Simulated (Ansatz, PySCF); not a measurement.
Al (SMILES [Al+]), charge +1, singlet. Base run: PBE0/cc-pVDZ (PySCF).

Input for PySCF:
```python
from pyscf import gto, scf, dft

mol = gto.M(
    atom='''
Al    0.000000    0.000000    0.000000
''',
    basis='cc-pvdz',
    charge=1,
    spin=0,
    verbose=4,
)

mf = dft.RKS(mol)
mf.xc = 'pbe0'
mf.kernel()
```

The same geometry, method and basis name were run in Ansatz (a quantum-chemistry and plane-wave program) and PySCF, at each program's defaults and at the settings that a row names. The base is PySCF at its defaults. Differences at the defaults can come from grids, fitting, cores and function types together.

```json
[
 {"code and settings": "PySCF, defaults (exact integrals, its default grid, spherical functions)", "ΔE vs base (µEh)": "0.0", "basis functions": "18", "E (Eh)": "-242.02225", "SCF cycles": "5"},
 {"code and settings": "Ansatz, defaults (factorised integrals, its default grid, spherical functions)", "ΔE vs base (µEh)": "0.0", "basis functions": "18", "E (Eh)": "-242.02225", "SCF cycles": "-"},
 {"code and settings": "PySCF, density fitting with def2-universal-jkfit", "ΔE vs base (µEh)": "-7.1", "basis functions": "18", "E (Eh)": "-242.02226", "SCF cycles": "5"},
 {"code and settings": "PySCF, fine grid", "ΔE vs base (µEh)": "0.0", "basis functions": "18", "E (Eh)": "-242.02225", "SCF cycles": "5"},
 {"code and settings": "Ansatz, high accuracy", "ΔE vs base (µEh)": "0.1", "basis functions": "18", "E (Eh)": "-242.02225", "SCF cycles": "-"}
]
```
